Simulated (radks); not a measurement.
Species: La. Configuration: [Xe] 5d1 6s2. Method: Dirac Kohn-Sham, BLYP, spin-unpolarised, spherical densities, point nucleus; open shells fill j = l - 1/2 first; computed with a radial shooting solver on a logarithmic mesh with Libxc functionals.

X-ray form factor f0, the Fourier transform of the density (f0(0) = 57):

sin(theta)/lambda (1/angstrom),f0 (electrons)
0.05,55.415
0.1,52.052
0.15,48.540
0.2,45.220
0.25,42.102
0.3,39.244
0.4,34.411
0.5,30.518
0.6,27.227
0.8,22.044
1,18.569
1.25,15.728
1.5,13.476
2,9.552
